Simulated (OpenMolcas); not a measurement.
**Br V: effect of the level shift or regulariser**

```
Program             : OpenMolcas
Basis               : ANO-RCC-VQZP [7s6p4d2f1g]
Scalar Hamiltonian  : DKH2, point nucleus
Active space        : 1 electron in 9 orbitals (RAS2 4p; RAS3 4d 5s, at most 1 electron)
State averaging     : 2S+1 = 2 odd, 3 roots; 2S+1 = 2 even, 6 roots
Spin-orbit coupling : state interaction with AMFI integrals over the reference wave functions, term energies averaged over their components
```

Methods on the same reference wave functions:
A. RASSCF
B. SS-RASPT2, IPEA 0.25 Eh, imaginary shift 0.1 Eh (closed shells correlated: 3d 4s)
C. SS-RASPT2, IPEA 0.25 Eh, sigma2 regulariser 0.3 Eh (closed shells correlated: 3d 4s)

Energies in eV above 4s² 4p ²P°_1/2, the measured ground level; measured values from Moore, Atomic Energy Levels, vol. II, NSRDS-NBS 35 (1971 reprint of NBS Circular 467, 1952).

```tsv
Level	A	B	C	Measured
4s² 4p ²P°_1/2	0.0000	0.0000	0.0000	0.0000
4s² 4p ²P°_3/2	0.6827	0.683	0.683	0.7551
4s² 4d ²D_3/2	22.6185	21.831	21.838	23.3053
4s² 4d ²D_5/2	22.6748	21.888	21.894	23.3824
4s² 5s ²S_1/2	26.2780	26.417	26.417	26.4719
```

Deviations, from unrounded energies. A percentage is the sum of absolute deviations over the sum of measured energies, with the sign that they share, or ± where signs differ.

| Against measurement | Levels | A | B | C |
| --- | --- | --- | --- | --- |
| mean absolute deviation (cm-1) | 4 | 3300 | 6200 | 6200 |
| fine structure of the ground term (%) | 1 | -9.6 | -9.6 | -9.6 |
| other configurations (%) | 3 | -2.2 | -4.1 | -4.1 |

A lies closest to measurement on these levels and B furthest from it. The largest miss of A in the table is 4s² 4d ²D_5/2, by -5700 cm-1. The ranking rests on the paired levels alone, and a cruder setting can come out closer through cancelling errors.

Between B and C the level of the table that moves most is 4s² 4d ²D_3/2, by 56 cm-1 (lowest in B, highest in C).

The lowest spin-free term lies below A's lowest term by 0.128 hartree in B, 0.128 hartree in C.

Over all roots computed the reference weight is 0.92 to 0.97 in B; the roots of lowest weight are the least certain, and an intruder state may touch them. ANO sets are built for valence states and can reach diffuse excited orbitals poorly, and with the s shell closed the s pⁿ⁺¹ terms that mix with these levels are absent. With one active electron the reference holds no correlation, so core polarisation is missing (holds for A). With one active electron, CASPT2 adds the correlation within the correlated inactive shells and between them and that electron, and leaves the splitting within a term as the reference gives it (holds for B; C). Measured partners are found by configuration, term and J. A level has none where our copy of the source lacks it or the pairing is in doubt (some pairs that miss far off the trend of their configuration count as doubtful), and it then counts in no deviation. Only configurations of the active space appear.

° marks odd parity.
